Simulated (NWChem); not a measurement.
Atomisation of H5Si2

```xyz
7

Si    -0.1303    -1.2092     0.0000
Si     0.0537     1.1242     0.0000
H      0.4203    -1.8769     1.2344
H      0.4203    -1.8769    -1.2344
H     -0.6275     1.6730    -1.2247
H     -0.6275     1.6730     1.2247
H      1.4869     1.5980     0.0000
```
Charge 0, spin multiplicity 2.

Program: NWChem. The geometry was optimised at UPBE/def2-SVP, a minimum by its harmonic frequencies.

Basis set: def2-TZVP. The atomisation energy is electronic alone: no zero-point, thermal, spin-orbit or counterpoise terms. No value is extrapolated to the basis-set limit. Free atoms are single determinants with multiplicities Si 3, H 2. Correlated methods freeze the same cores in atoms and molecule, 10 orbitals in all.

The structure started from a generated list of species. The unpaired electrons of the parent sit in orbitals of symmetry a' (Cs labels of the run); other states weren't searched. The stability of the SCF solutions was not checked. Open-shell Hartree-Fock references start from PBE0 orbitals.

**Question.** Order these methods by the atomisation energy they give, lowest first: MP2, BP86, PBE0, PBE.

**Answer.** MP2 (412.8 kcal/mol), PBE (432.4 kcal/mol), PBE0 (433.7 kcal/mol), BP86 (446.5 kcal/mol)
